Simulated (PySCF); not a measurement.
CF3, SMILES F[C+](F)F, charge +1.

Geometry: B3LYP-D3(BJ)/def2-TZVP.

Two levels are set side by side: TDA-PBE/def2-SVPD (PySCF) and ADC(2)/aug-cc-pVDZ (PySCF). Vertical, same geometry; the bases differ. Differences are taken from unrounded values.

```
quantity                        ADC(2)  TDA-PBE  TDA-PBE minus ADC(2)
------------------------------  ------  -------  --------------------
lowest singlet excitation (eV)    8.75     7.83                 -0.92
```

Functionals without exact exchange tend to place singlet excitations lower, as here. Differences between two approximate levels are no errors against the true value.

Rough cost on one machine, each run with all the roots and properties that it gave: ADC(2) against TDA-PBE about 10 times.
